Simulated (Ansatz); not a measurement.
Cost and result for the atomization energy of H7InN2OSi, SMILES `[NH2][In]([NH2])[O][SiH3]` (12 atoms, 11 bonds).

Cartesian coordinates in Å:
```
N 1.6528 -1.2036 -1.9600
In 0.3357 -0.7747 -0.5092
N -1.0215 -1.8670 0.4929
O 0.4188 1.1389 0.0405
Si -0.4405 2.1074 1.0142
H 2.0069 -2.1490 -1.9869
H 2.4302 -0.5596 -2.0104
H -1.7716 -1.3224 0.8966
H -1.4163 -2.6588 0.0058
H -0.8481 3.3504 0.3004
H -1.6910 1.4375 1.4971
H 0.3447 2.5007 2.2190
```

The species carries charge 0 and has multiplicity 1. Correlated methods include outer-core shells of In, which these sets cover unevenly. In takes the def2 core potential. The structure was optimised at the PBE0-D4/def2-TZVP level. It is one conformer, not always the lowest. Program: Ansatz. All runs use 4 threads of an Intel Xeon Platinum 8488C on a shared host. Times are those of one run each, without the atoms' runs, and a repeat can differ threefold. Electronic energies, without spin–orbit coupling; frozen cores. CCSD(T)/CBS adds CCSD(T) − MP2 in def2-TZVPP to the MP2 limit, and its time is that of the two runs behind it. T1 = 0.015. With those shells the extrapolation isn't a true limit. B3LYP takes the VWN-RPA correlation (the form of Gaussian; ORCA's B3LYP/G). HSE06 is the plane-wave form, built on full-range PBE exchange.

CCSD(T)/CBS is a level of theory with its own doubt, some kJ/mol a heavy atom from the limit and from the frozen cores, so smaller differences don't rank the functionals.

```tsv
level	functions	wall time
PBE-D4/def2-TZVPP (with forces)	283	2.5 s
HSE06-D4/def2-TZVPP	283	3.3 s
CAM-B3LYP-D4/def2-TZVPP	283	3.4 s
B3LYP-D4/def2-TZVPP (with forces)	283	4.5 s
B2PLYP/def2-TZVPP	283	5.5 s
PBE-QIDH/def2-TZVPP	283	6 s
ωB97X-V/def2-TZVPP	283	7 s
B97M-V/def2-TZVPP	283	7.5 s
CCSD(T)/def2-SVP	121	8 s
ωB97M-V/def2-TZVPP (with forces)	283	9.5 s
MP2/def2-QZVPP	533	22 s
CCSD(T)/def2-TZVPP	283	3.9 min
CCSD(T)/CBS(def2)	–	4.3 min
```

(1) What atomization energy does each give, and how far from CCSD(T)/CBS? (An estimate is asked.)

Answers

(1) Ansatz gave: 
```json
{"level": "PBE-D4/def2-TZVPP (with forces)", "atomization (kcal/mol)": "914.5", "difference from CCSD(T)/CBS": "-1.8", "per bond": "-0.2"}
{"level": "HSE06-D4/def2-TZVPP", "atomization (kcal/mol)": "894.9", "difference from CCSD(T)/CBS": "-21.4", "per bond": "-2.0"}
{"level": "CAM-B3LYP-D4/def2-TZVPP", "atomization (kcal/mol)": "913.4", "difference from CCSD(T)/CBS": "-2.9", "per bond": "-0.3"}
{"level": "B3LYP-D4/def2-TZVPP (with forces)", "atomization (kcal/mol)": "905.3", "difference from CCSD(T)/CBS": "-11.0", "per bond": "-1.0"}
{"level": "B2PLYP/def2-TZVPP", "atomization (kcal/mol)": "896.2", "difference from CCSD(T)/CBS": "-20.1", "per bond": "-1.8"}
{"level": "PBE-QIDH/def2-TZVPP", "atomization (kcal/mol)": "890.3", "difference from CCSD(T)/CBS": "-26.0", "per bond": "-2.4"}
{"level": "ωB97X-V/def2-TZVPP", "atomization (kcal/mol)": "915.5", "difference from CCSD(T)/CBS": "-0.8", "per bond": "-0.1"}
{"level": "B97M-V/def2-TZVPP", "atomization (kcal/mol)": "905.7", "difference from CCSD(T)/CBS": "-10.6", "per bond": "-1.0"}
{"level": "CCSD(T)/def2-SVP", "atomization (kcal/mol)": "827.8", "difference from CCSD(T)/CBS": "-88.5", "per bond": "-8.0"}
{"level": "ωB97M-V/def2-TZVPP (with forces)", "atomization (kcal/mol)": "911.2", "difference from CCSD(T)/CBS": "-5.1", "per bond": "-0.5"}
{"level": "MP2/def2-QZVPP", "atomization (kcal/mol)": "913.0", "difference from CCSD(T)/CBS": "-3.3", "per bond": "-0.3"}
{"level": "CCSD(T)/def2-TZVPP", "atomization (kcal/mol)": "882.5", "difference from CCSD(T)/CBS": "-33.8", "per bond": "-3.1"}
{"level": "CCSD(T)/CBS(def2)", "atomization (kcal/mol)": "916.3", "difference from CCSD(T)/CBS": "0.0", "per bond": "0.0"}
```

Leaving LDA and LC-ωPBE aside and taking each functional with its dispersion term where it has one, the values, not all of them listed here, spread over 39.6 kcal/mol, from BHLYP-D4 to ωB97X-V. LDA lies +128.4 kcal/mol from PBE without D4, its usual overbinding. In def2-TZVPP, CCSD(T) changes the Hartree–Fock value by +273.9 kcal/mol (the triples alone add +15.3 kcal/mol) and MP2 by +283.8 kcal/mol; breaking electron pairs costs correlation energy, which Hartree–Fock lacks. From BLYP to BHLYP (50 % exact exchange), in def2-TZVPP and without D4, the atomization energy moves by −26.5 kcal/mol: exact exchange takes away binding that semilocal exchange gives to molecules.

Spin–orbit coupling would lower the free In atoms strongly, and the atomization energy with them, by more than many differences here.
